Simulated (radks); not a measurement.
These are the eigenvalues of the occupied orbitals of an atom or ion with whole-number occupations (eV). All-electron calculation, non-relativistic Kohn-Sham, PBEsol, spin-unpolarised, spherical densities, point nucleus. Program: a radial shooting solver on a logarithmic mesh with Libxc functionals.

1s: -5375.184
2s: -651.5150
2p: -558.6144
3s: -121.9160
3p: -96.1336
3d: -55.4060

Which element is it, and in what charge state? The configuration may be excited.

Answer. Z = 23, vanadium, charge +4: V4+ in [Ar] 3d1. The list shows which subshells hold electrons but not how many an open one holds; the 1s level, -197.53 hartree, gives Z - s = 19.9 by -(Z - s)^2/2, which with screening narrows Z to a few neighbours, and the depths of the outer levels then fix element, charge and occupations together.
